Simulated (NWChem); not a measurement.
System: AlBrClF; SMILES [F][Al]([Br])[Cl]

Program: NWChem. Pople sets run with spherical d functions. This build's default masses of Se (78.918 u) and Br (79.917 u) are each other's, which moves their modes by up to 0.6 %. Each level has its own optimisation; frequencies are unscaled.

```csv
level,r Al–F (Å),r Al–Cl (Å),r Al–Br (Å),highest harmonic frequency (cm⁻¹),lowest (cm⁻¹),zero-point energy (kcal/mol),dipole (D)
B3LYP/3-21G,[?],[?],[?],905,129,3.4,[?]
B3LYP/6-31G*,1.646,2.088,2.239,898,130,3.4,0.35
PBE0/def2-SVP,1.652,2.075,2.221,905,129,3.5,0.61
```

Task: Some entries are withheld; supply them.

Result: 
- B3LYP/3-21G, r Al–F (Å): 1.664
- B3LYP/3-21G, r Al–Cl (Å): 2.166
- B3LYP/3-21G, r Al–Br (Å): 2.286
- B3LYP/3-21G, dipole (D): 0.94
